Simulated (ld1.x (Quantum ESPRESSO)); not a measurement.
## selenium (Se): one change to a TM potential, before and after

ld1.x (Quantum ESPRESSO) 7.5 input, shortened:

```
&input
   title='Se', zed=34., rel=1, dft='PZ', iswitch=3,
   config='[Ar] 3d10 4s2 4p3.75 4d-2'
 /
 &inputp
   pseudotype=2, tm=.true., lloc=0,
   nlcc=.false.
 /
3
4P  2  1   3.75   0.00  1.75  1.75  0.0
4D  3  2  -2.00   0.05  1.65  1.65  0.0
4S  1  0   2.00   0.00  1.50  1.50  0.0
 &test
   configts(1)='4s2 4p3.75'
 /
```

Change: wave 4s (bound): rc 1.50 bohr becomes 4s (bound): rc 1.34 bohr.

Cutoffs: the cutoffs (Ry, on a coarse ladder) from which the occupation-weighted sum of valence levels, in a spherical-Bessel basis at the reference potential, stays within 10 and 1 mRy of its value at 400 Ry; they do not see the model core or the augmentation charge, which bear on the density cutoff. Errors are all-electron minus pseudo energies relative to the spin-unpolarised reference configuration.

Question: Predict the effect on cutoff, ghosts and configuration errors.

Answer: The potential gets harder (40 Ry and 55 Ry → 40 Ry and 80 Ry); both files keep a bound ghost (d); the errors of the 9 common tests hardly move. A smaller radius makes the pseudo-wave follow the all-electron one further in, where it bends more sharply, so more plane waves are needed.

```tsv
quantity	base	changed
cutoff, loose	40 Ry	40 Ry
cutoff, tight	55 Ry	80 Ry
loose cutoff by channel (10 mRy a level)	p 18 Ry, s 21 Ry	p 18 Ry, s 35 Ry
bound ghosts	d	d
error for 4s2 4p4, meV [ΔE -1.93 eV]	+0.4	+0.4
error for 4s2 4p3, meV [ΔE 9.08 eV]	-0.1	-0.3
error for 4s2 4p2, meV [ΔE 29.64 eV]	+10	+9.1
error for 4s0 4p6, meV [ΔE 20.17 eV]	+19	+18
error for 4s2 4p0, meV [ΔE 103.37 eV]	+218	+225
error for 4s2 4p4.3, meV [ΔE -3.56 eV]	+0.9	+0.8
error for 4s2 4p3.5, meV [ΔE 2.46 eV]	-0.2	-0.3
error for 4s2 4p3.75 (spin-polarised), meV [ΔE -0.79 eV]	+113	+113
error for 4s2 4p4 (spin-polarised), meV [ΔE -2.52 eV]	+83	+83
s: phases at 1.90 bohr within 0.05 rad from the reference energy up to (Ry; the scan ends near 5)	4.5	4.2
p: phases at 1.90 bohr within 0.05 rad from the reference energy up to (Ry; the scan ends near 5)	to the end of the scan	to the end of the scan
d: phases at 1.90 bohr within 0.05 rad from the reference energy up to (Ry; the scan ends near 5)	to the end of the scan	to the end of the scan
```

 A true bound ghost makes a file unfit for plane-wave use even where its test errors are small: the radial tests pick states by their node count and pass the ghost by.
